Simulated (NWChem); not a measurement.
# SnBrF, singlet; SMILES [F][Sn][Br]

Computed with NWChem. Low-valent species are run as closed-shell singlets; no triplet was tried in these runs. Coordinates come from a PBE0/def2-SVP optimisation. def2 effective core potentials on Sn; no spin-orbit coupling. Level MN15/def2-SVP: energy and gradient on several grids; changes count from the extra-fine grid, which is no exact limit either.

**Question.** Which is the coarsest grid (xcoarse; medium; fine; xfine; coarse) from which on the energy stays within 100 μHa and each gradient component within 200 μHa/bohr of xfine?

**Answer.** medium.
```
grid     size of the energy change (μHa)  largest change of a gradient component (μHa/bohr)
-------  -------------------------------  -------------------------------------------------
xcoarse                            10000                                               5000
coarse                               500                                                500
medium                              < 10                                               < 30
fine                                < 10                                               < 30
xfine                               < 10                                               < 30
```
